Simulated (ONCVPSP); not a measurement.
# Tl, ONCV: configuration errors across variants

```json
{
 "Element": "thallium",
 "Generator": "ONCVPSP 4.0.1",
 "Type": "optimised norm-conserving Vanderbilt (ONCV)",
 "Functional": "PBEsol",
 "Relativity": "scalar-relativistic",
 "Frozen core": "[Kr] 4d10 4f14",
 "Valence charge": "21",
 "Reference configuration": "5s2 5p6 5d10 6s2 6p1",
 "Partial waves": "5s+6s: rc 1.35 bohr, ncon 3, nbas 6, qcut 7 1/bohr, 2 projectors; 5p+6p: rc 1.45 bohr, ncon 4, nbas 7, qcut 7.6 1/bohr, 2 projectors; 5d: rc 1.30 bohr, ncon 4, nbas 8, qcut 7.8 1/bohr, 1 projector",
 "Local potential": "polynomial inside 1.10 bohr (lpopt 5, dvloc0 3 Ha)",
 "Core correction": "none"
}
```

All-electron excitation energies from the reference (eV): (1) 5s2 5p6 5d10 6s2 6p0 5.148; (2) 5s2 5p6 5d10 6s1 6p0 25.992; (3) 5s2 5p5 5d10 6s2 6p1 82.979.

Errors AE − PS in meV (a dash: test not solved or not reliable):

| change | (1) | (2) | (3) | bound ghosts | GHOST(+) flags above zero |
| --- | --- | --- | --- | --- | --- |
| base | -2.3 | -11 | -147 | none | s |
| p: rc 1.06; local potential polynomial inside 1.06 bohr (lpopt 5, dvloc0 3 Ha) | -2.2 | -11 | -89 | none | s |
| p: rc 1.38 | -2.3 | -11 | -134 | none | s |
| p: rc 1.46 | -2.3 | -11 | -149 | none | s |
| p: rc 1.6 | -2.4 | -12 | -173 | none | s |
| p: rc 1.78 | -2.4 | -12 | -195 | none | s |
| p: rc 1.94 | -2.5 | -12 | -198 | none | s |
| p: rc 2.14 | -2.5 | -12 | -177 | none | s |

Give the same row for: p: rc 1.18.

-2.2, -11, -101; bound ghosts: none; GHOST(+) flags above zero: s.
